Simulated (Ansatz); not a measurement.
## SbHF (SMILES [F][SbH]): methods side by side

The species is SbHF (3 atoms), meant as a doublet with charge 0. SMILES: `[F][SbH]`. The coordinates come from a PBE0-D4/def2-TZVP relaxation.

```xyz
3

F    -0.8262    1.1003   -0.3412
Sb   -0.3238   -0.7513   -0.2559
H     1.1390   -0.4137    0.5838
```

Quantity: the energy change with the Sb2–H3 bond stretched from 1.720 to 4.300 Å, in eV. The values are calculated.

```tsv
level	kind	program	value (eV)	less FCI/STO-3G	CPU time (all runs)
UBLYP/STO-3G	GGA	Ansatz	3.80	+0.56	12 s
UBHLYP/STO-3G	global hybrid	Ansatz	3.74	+0.50	14 s
UCAM-B3LYP/STO-3G	range-separated hybrid	Ansatz	3.84	+0.60	15 s
RPA@PBE/STO-3G	RPA	Ansatz	3.36	+0.12	14 s
UCCSD(T)/STO-3G	coupled cluster or CI	Ansatz	3.25	+0.01	3.2 s
UCCSD/STO-3G	coupled cluster or CI	Ansatz	3.27	+0.03	3.2 s
UCCSDT(Q)/STO-3G	coupled cluster or CI	Ansatz	3.24	0.00	4.7 s
FCI/STO-3G	exact in the basis	Ansatz	3.24	0.00	3.9 s
```

FCI/STO-3G is exact within its basis and frozen core, so for wave-function methods in that basis the difference is their error; functionals converge differently with the basis, so for them it is only a difference. All-electron rows without a relativistic Hamiltonian named are non-relativistic. The first shape isn't each level's own minimum. The values span 3.24 to 3.84 eV. Spin contamination of the reference (⟨S²⟩ at least 0.1 too high) touches UBLYP/STO-3G, UBHLYP/STO-3G, UCAM-B3LYP/STO-3G, RPA@PBE/STO-3G, UCCSD(T)/STO-3G, UCCSD/STO-3G, UCCSDT(Q)/STO-3G. All rows use very small basis sets, so none should be taken for the real molecule's value. In the correlated wave-function rows the outer d shell of Sb is correlated, in sets not made for it. In so small a basis fixed costs decide the times, and correlated methods can beat functionals. CPU times are rough (shared hosts, several kinds of processor and program).
